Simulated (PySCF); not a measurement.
Geometries of 4 isomers of C6H8N2, from PBE0-D3(BJ)/def2-SVP geometry optimisation, gas phase (PySCF 2.14.0). One conformer each, no zero-point energy, no frequencies.

Task: Which is lowest in electronic energy at this level?
A.
```xyz
16
angstrom
C      2.785    0.301   -0.053
N      1.681   -0.567   -0.338
C      0.380   -0.239   -0.103
C     -0.651   -1.183   -0.288
C     -1.965   -0.807   -0.056
N     -2.344    0.409    0.341
C     -1.369    1.297    0.518
C     -0.015    1.044    0.322
H      2.694    1.257   -0.596
H      3.716   -0.175   -0.386
H      2.886    0.536    1.024
H      1.879   -1.544   -0.498
H     -0.418   -2.200   -0.615
H     -2.765   -1.543   -0.201
H     -1.678    2.297    0.846
H      0.715    1.834    0.499
```
B.
```xyz
16
angstrom
C      2.749    0.322   -0.103
N      1.645   -0.362   -0.701
C      0.350   -0.243   -0.297
C     -0.049    0.679    0.697
C     -1.394    0.740    1.030
C     -2.308   -0.099    0.392
C     -1.805   -0.976   -0.568
N     -0.525   -1.054   -0.907
H      2.893    0.062    0.964
H      3.670    0.059   -0.639
H      2.635    1.418   -0.166
H      1.807   -1.120   -1.349
H      0.678    1.325    1.190
H     -1.729    1.445    1.795
H     -3.372   -0.079    0.630
H     -2.482   -1.660   -1.094
```
C.
```xyz
16
angstrom
N     -2.762    0.340   -0.028
C     -1.383    0.146   -0.006
C     -0.625    0.424    1.141
C      0.759    0.284    1.146
C      1.454   -0.142    0.006
N      2.844   -0.228   -0.006
C      0.696   -0.421   -1.140
C     -0.687   -0.281   -1.146
H     -3.255   -0.210   -0.720
H     -3.212    0.282    0.877
H     -1.131    0.761    2.050
H      1.315    0.513    2.060
H      3.266   -0.375    0.903
H      3.222   -0.867   -0.694
H      1.203   -0.754   -2.051
H     -1.243   -0.506   -2.061
```
D.
```xyz
16
angstrom
N     -3.269    1.412    0.300
C     -2.621    0.470    0.123
C     -1.762   -0.692   -0.083
C     -0.349   -0.485    0.466
C      0.387    0.671   -0.195
C      1.800    0.877    0.354
C      2.660   -0.284    0.147
N      3.307   -1.226   -0.031
H     -1.730   -0.906   -1.164
H     -2.238   -1.562    0.395
H      0.213   -1.421    0.321
H     -0.404   -0.318    1.555
H     -0.175    1.607   -0.050
H      0.442    0.504   -1.284
H      2.276    1.748   -0.123
H      1.768    1.090    1.435
```

Result: C. That is p-phenylenediamine, `Nc1ccc(N)cc1`, 2.7 kcal/mol below the next.

```tsv
SMILES	atoms numbered as above	E (Eh)	relative (kcal/mol)	relative (kJ/mol)	dipole (D)
Nc1ccc(N)cc1	[NH2:1][c:2]1[cH:3][cH:4][c:5]([NH2:6])[cH:7][cH:8]1	-342.32956	0.0	0.0	2.07
CNc1ccccn1	[CH3:1][NH:2][c:3]1[cH:4][cH:5][cH:6][cH:7][n:8]1	-342.32521	2.7	11.4	1.98
CNc1ccncc1	[CH3:1][NH:2][c:3]1[cH:4][cH:5][n:6][cH:7][cH:8]1	-342.31858	6.9	28.8	4.54
N#CCCCCC#N	[N:1]#[C:2][CH2:3][CH2:4][CH2:5][CH2:6][C:7]#[N:8]	-342.28079	30.6	128.1	0.00
```

As drawn, the lowest has an aromatic ring and an N–H bond, which the highest lacks; the highest has a C≡N group, which the lowest lacks.
